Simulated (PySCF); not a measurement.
PySCF input (CCSD(T)/cc-pVDZ):

```python
from pyscf import gto, scf, mp, cc as ccmod

mol = gto.M(
    atom='''
    Si    1.11609041   -0.54084933   -0.01174529
    Si   -0.97938714    0.38169700    0.01853758
    H     1.69172456    0.86455427    0.10069178
    H    -1.37976950    1.79192216   -0.23800389
    H    -2.22580076   -0.42834370    0.04222016
    ''',
    basis='cc-pvdz',
    charge=0,
    spin=1,
    verbose=4,
)

mf = scf.UHF(mol)
mf.conv_tol = 1e-10
mf.max_cycle = 100
mf.kernel()
mo, _, stable, _ = mf.stability(return_status=True)
if not stable:
    mf.kernel(mf.make_rdm1(mo, mf.mo_occ))
mp2 = mp.MP2(mf, frozen=10).run()
cc = ccmod.CCSD(mf, frozen=10)
cc.max_cycle = 100
cc.kernel()
et = cc.ccsd_t()
print(f'E(CCSD(T)) = {cc.e_tot + et:.9f}')
```

End of the output:

```
Extra cycle  E= -579.518652253645  delta_E= -8.53e-12  |g|= 1.23e-06  |ddm|= 3.98e-06
converged SCF energy = -579.518652253645  <S^2> = 0.91689232  2S+1 = 2.1604558
uhf_internal: lowest eigs of H = [0.06809453 0.15752417 0.18593968]
<class 'pyscf.scf.uhf.UHF'> wavefunction is stable in the internal stability analysis

******** <class 'pyscf.mp.ump2.UMP2'> ********
nocc = (np.int64(6), np.int64(5)), nmo = (41, 41)
frozen orbitals 10
E(UMP2) = -579.685433235848  E_corr = -0.166780982202246
E(SCS-UMP2) = -579.694084246959  E_corr = -0.17543199331339
E_corr(same-spin) = -0.0285059830722752
E_corr(oppo-spin) = -0.138274999129971

******** <class 'pyscf.cc.uccsd.UCCSD'> ********
CC2 = 0
CCSD nocc = (np.int64(6), np.int64(5)), nmo = (41, 41)
frozen orbitals 10
max_cycle = 100
direct = 0
conv_tol = 1e-07
conv_tol_normt = 1e-06
diis_space = 6
diis_start_cycle = 0
diis_start_energy_diff = 1e+09
Init t2, MP2 energy = -0.166780980309124
Init E_corr(UCCSD) = -0.166780980311802
cycle = 1  E_corr(UCCSD) = -0.196772102052277  dE = -0.0299911217  norm(t1,t2) = 0.084479
cycle = 2  E_corr(UCCSD) = -0.205253879895681  dE = -0.00848177784  norm(t1,t2) = 0.0414296
cycle = 3  E_corr(UCCSD) = -0.211605080712209  dE = -0.00635120082  norm(t1,t2) = 0.028612
cycle = 4  E_corr(UCCSD) = -0.211999082130465  dE = -0.000394001418  norm(t1,t2) = 0.0161418
cycle = 5  E_corr(UCCSD) = -0.212274105514302  dE = -0.000275023384  norm(t1,t2) = 0.00855692
cycle = 6  E_corr(UCCSD) = -0.212587579394955  dE = -0.000313473881  norm(t1,t2) = 0.00444666
cycle = 7  E_corr(UCCSD) = -0.212590486258714  dE = -2.90686376e-06  norm(t1,t2) = 0.00257434
cycle = 8  E_corr(UCCSD) = -0.212637163487325  dE = -4.66772286e-05  norm(t1,t2) = 0.00179526
cycle = 9  E_corr(UCCSD) = -0.212659605160271  dE = -2.24416729e-05  norm(t1,t2) = 0.00124988
cycle = 10  E_corr(UCCSD) = -0.21266701762096  dE = -7.41246069e-06  norm(t1,t2) = 0.000830844
cycle = 11  E_corr(UCCSD) = -0.212655720770655  dE = 1.12968503e-05  norm(t1,t2) = 0.000442827
cycle = 12  E_corr(UCCSD) = -0.212653415114319  dE = 2.30565634e-06  norm(t1,t2) = 0.00020762
cycle = 13  E_corr(UCCSD) = -0.212656199163016  dE = -2.7840487e-06  norm(t1,t2) = 0.000110892
cycle = 14  E_corr(UCCSD) = -0.212658577883038  dE = -2.37872002e-06  norm(t1,t2) = 5.35273e-05
cycle = 15  E_corr(UCCSD) = -0.212658711123622  dE = -1.33240584e-07  norm(t1,t2) = 3.14935e-05
cycle = 16  E_corr(UCCSD) = -0.212657948235374  dE = 7.62888248e-07  norm(t1,t2) = 2.17741e-05
cycle = 17  E_corr(UCCSD) = -0.21265726309854  dE = 6.85136834e-07  norm(t1,t2) = 1.42476e-05
cycle = 18  E_corr(UCCSD) = -0.212656799604059  dE = 4.63494481e-07  norm(t1,t2) = 9.34119e-06
cycle = 19  E_corr(UCCSD) = -0.212656584610009  dE = 2.14994049e-07  norm(t1,t2) = 4.68879e-06
cycle = 20  E_corr(UCCSD) = -0.212656514556345  dE = 7.00536644e-08  norm(t1,t2) = 2.19923e-06
cycle = 21  E_corr(UCCSD) = -0.212656440343173  dE = 7.4213172e-08  norm(t1,t2) = 1.38192e-06
cycle = 22  E_corr(UCCSD) = -0.212656412969358  dE = 2.73738148e-08  norm(t1,t2) = 7.73584e-07
UCCSD converged
E(UCCSD) = -579.7313086666147  E_corr = -0.2126564129693583
UCCSD(T) correction = -0.0068640043010793
E(CCSD(T)) = -579.738172671
```

It need not be the lowest isomer of its formula.

The determinant is spin-contaminated: <S^2> is 0.92 against 0.75 for a pure state.
